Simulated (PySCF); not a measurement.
# Calculated properties of `C=C1C[Si@](C)(Cl)O[SiH2]1`

Species: C4H9ClOSi2.
Z-matrix (Å and degrees, GFN2-xTB geometry), rows numbered from 1:
```
C 
C   1  1.3264
C   2  1.5151  1  121.68
Si  3  1.9115  2  108.08  1  -171.96
C   4  1.8920  3  116.20  2  -124.10
Cl  4  2.0163  3  112.06  2   107.17
O   4  1.6341  3  100.09  2    -6.51
Si  7  1.6442  4  120.44  3     4.67
H   1  1.0770  2  121.48  3  -179.84
H   1  1.0804  2  122.46  3    -0.02
H   3  1.0922  2  108.77  1    67.19
H   3  1.0913  2  109.76  1   -48.37
H   5  1.0850  4  111.73  3    49.71
H   5  1.0849  4  110.79  3   -70.94
H   5  1.0856  4  110.53  3   169.73
H   8  1.4582  2  114.85  1   -73.94
H   8  1.4575  2  113.94  1    62.09
```

Among its groups: C=C double bond, Si–H bond, siloxane link and C–Si bond.

From GFN2-xTB geometry:

* Point group of the GFN2-xTB geometry: C1
* Rotational constants A, B, C of the GFN2-xTB geometry: 1.871, 0.831, 0.800 GHz

From wB97X-D/def2-SVPD ground state and vertical TDDFT (core frozen in the response) (PySCF):

- Dipole moment: 2.30 D
- HOMO energy: -9.52 eV
- LUMO energy: 1.14 eV
- HOMO–LUMO gap: 10.66 eV
- Lowest singlet excitation: 6.46 eV (192 nm, f = 0.008)
- Strongest line among the 8 lowest singlet transitions: S2 at 6.62 eV (187 nm, f = 0.284)
- Lowest triplet excitation (Tamm–Dancoff): 4.12 eV
- Static isotropic polarisability: 107.4 au
- Electronic spatial extent ⟨r²⟩ about the centre of nuclear charge: 1654 bohr²

From PBE0/pcSseg-1 ground state and GIAO shieldings, non-relativistic (PySCF):

* Lowest Hirshfeld atomic charge: -0.32 e on O7
* Highest Hirshfeld atomic charge: +0.44 e on Si4
* 13C chemical shifts (computed TMS as zero) by class: 153.1 (C2), 138.1 (C1), 27.4 (C3), 5.2 (C5) ppm
* 1H chemical shifts (computed TMS as zero) by class: 6.42 (H10), 5.96 (H9), 5.25 (H17), 5.18 (H16), 2.06 (H12), 2.01 (H11), 0.46 (H13/H14/H15) ppm
* Isotropic shieldings of nuclei other than C and H, by class: 249 (O7), 320 (Si4), 370 (Si8), 883 (Cl6) ppm
* Mayer bond orders between heavy atoms: C1–C2 2.00, C2–C3 1.01, C3–Si4 0.88, Si4–C5 0.97, Si4–Cl6 1.02, Si4–O7 0.97, O7–Si8 0.92, Si8–C2 0.85

Monoisotopic mass from the formula: 163.9880 u.

No computed singlet falls in the visible range (750 to 380 nm, 1.65 to 3.26 eV); S1 lies 3.20 eV above its blue end. With B = h/(8π²I), that is 505.379 GHz u Å² over I, the principal moments of inertia are 270.2, 607.9 and 631.7 u Å² (most abundant isotopes); the inertial defect Ic − Ia − Ib is -246.4 u Å² (zero for a rigid planar frame, negative otherwise). The dipole equals about 7.7 × 10⁻³⁰ C·m (1 D = 3.33564 × 10⁻³⁰ C·m). The vertical singlet–triplet gap S1 − T1 is 2.34 eV (TDDFT singlet less Tamm–Dancoff triplet; S1: HOMO−2→LUMO, weight 0.91; T1: HOMO→LUMO, weight 0.90). S1 lies 4.20 eV below the HOMO–LUMO gap; its leading configuration is HOMO−2→LUMO, weight 0.91. The principal polarisabilities are 96.1, 100.9 and 125.1 au; their mean is the isotropic value.

Geometry: GFN2-xTB; no solvent or vibrations. NMR classes are plain means over equivalent atoms (diastereotopic ones count apart unless rotation or inversion swaps them), as if these changed places fast; in this geometry the members of some classes differ.
